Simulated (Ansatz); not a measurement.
```xyz
12

C    -0.586    0.268   -1.861
C     0.613    0.829   -1.105
Ga    0.748    0.116    0.721
O    -0.821   -0.776    1.387
Si    0.185   -0.904    2.678
H    -0.677    0.732   -2.848
H    -1.519    0.439   -1.321
H    -0.500   -0.810   -2.011
H     1.554    0.628   -1.623
H     0.548    1.917   -1.003
H    -0.188   -0.173    3.922
H     0.643   -2.267    3.066
```

Charge 0, multiplicity 1.

(1) List the PBE0/def2-TZVPP orbital energies in eV (Ansatz). (Best estimate.)

Answers

(1) The calculation gave: Occupied: -10147.08, -1802.96, -1252.93, -1109.10, -1109.04, -1108.99, -521.67, -278.44, -278.08, -151.20, -145.19, -104.18, -104.00, -103.88, -99.90, -99.83, -99.82, -26.36, -23.27, -23.22, -23.12, -23.12, -22.85, -21.24, -17.34, -14.09, -12.63, -12.49, -11.33, -10.80, -10.35, -10.10, -9.98, -8.53, -8.19, -6.16. Lowest empty: -1.21, -1.07, 0.22, 1.25, 1.80, 2.08, 2.60, 2.86.
